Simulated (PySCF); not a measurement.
Working out the ionisation energy of Cr+

Cr+ [Ar] 3d5 (6S) → Cr(2+) [Ar] 3d4 (5D). Calculation: PySCF 2.14, in cc-pVDZ-DK (6s5p3d1f, 43 functions); scalar relativity by spin-free X2C-1e. Frozen: [Ar]. Energies in hartree (1 hartree = 27.21139 eV):

```csv
part,Cr+ (lower),Cr(2+) (upper)
UHF,-1049.432612,-1048.878981
MP2 opposite-spin,0.000000,0.000000
MP2 same-spin,-0.065457,-0.031371
```

Task: What does Hartree-Fock give?

Result: (-1048.878981) − (-1049.432612) = 0.553631 hartree = 15.065 eV.

Task: What do MP2 and SCS-MP2 (6/5 opposite-spin, 1/3 same-spin) give?

Result: The opposite-spin parts differ by 0.000 eV and the same-spin parts by 0.928 eV. MP2: 15.065 + (0.000) + (0.928) = 15.993 eV. SCS-MP2: 15.065 + 1.2 × (0.000) + (0.928)/3 = 15.374 eV.

Reference: 16.486 eV (measured; NIST Atomic Spectra Database, ionization energies), between the lowest levels; spin-orbit coupling is absent from the calculation.

A double-zeta basis recovers only part of the correlation energy.

What remains against the reference includes basis incompleteness, the frozen core and correlation beyond second order.
